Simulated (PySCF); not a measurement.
# Assigning NMR signals

Geometry (Å), atoms numbered from 1 in this order:
```xyz
18

C    -2.1454   -0.7767    0.4921
C    -1.8970   -0.2609   -0.9254
C    -0.8012    0.7431   -0.9360
N    -0.9823    1.9942   -1.2584
O     0.2026    2.6351   -1.1497
C     1.1404    1.7627   -0.7501
C     0.5716    0.5315   -0.5915
O     1.1104   -0.6317   -0.2124
Si    2.6403   -1.0350    0.1843
H    -2.9421   -1.5161    0.4876
H    -2.4345    0.0424    1.1467
H    -1.2436   -1.2386    0.8876
H    -1.6129   -1.0965   -1.5697
H    -2.7959    0.2068   -1.3271
H     2.1389    2.1257   -0.6205
H     2.4124   -2.4387    0.4817
H     3.5377   -0.7955   -0.9460
H     3.0919   -0.2452    1.3302
```

[PySCF 2.14.0 with density-fitted response routines: GFN2-xTB structure; shielding tensors at PBE0/pcSseg-1 (GIAO); non-relativistic; no solvent; one computed conformer; one averaged value for each set of equivalent atoms]

Chemical shifts δ = σref − σ; ¹³C (σref 186.93) and ¹H (σref 31.72) against TMS, all at this level.

Problem. Assign these signals to the numbered atoms. ¹³C{¹H} NMR (computed): δ 161.8 (C), 148.1 (C), 146.3 (CH), 22.4 (CH2), 14.8 (CH3).

Solution. 
161.8 → C3, substituted aromatic carbon next to a ring nitrogen
148.1 → C7, aromatic carbon bearing oxygen: σ withdrawal by the attached heteroatom moves it downfield of the ring CH carbons
146.3 → C6, aromatic CH next to the ring oxygen
22.4 → C2, sp3 CH2 on an aromatic ring: saturated and bonded to C and H only
14.8 → C1, methyl carbon: saturated and bonded to C and H only

C7 and C6 lie closer than the usual error of such a calculation, so a measured spectrum could show them in the other order.

Problem. Assign these signals to the numbered atoms. ¹H NMR (500 MHz, computed): δ 8.19 (s, 1H), 5.13 (s, 3H), 2.92 (q, 2H), 1.39 (t, 3H).

Solution. 
8.19 → H15, hydrogen on an aromatic CH next to the ring oxygen: aromatic region
5.13 → H16/H17/H18, hydrogen on a silicon bonded to O
2.92 → H13/H14, hydrogen on an sp3 CH2 on an aromatic ring: benzylic-type position, deshielded by the ring
1.39 → H10/H11/H12, hydrogen on a methyl carbon

Shifts are as computed. Against solution values, carbons near 30 ppm lie about +3 ppm off and those near 130 ppm about +5 ppm. Of 1309 compounds with measured shifts, 239 miss one by over three times the rms of a fit or turn the order of signals round; such compounds aren't used in these exercises. No couplings were computed; multiplicities are counted from neighbouring protons, with m where these are inequivalent, close in shift, in a saturated or five-membered ring or joined by F or P, and br s for small geminal =CH2 splittings.
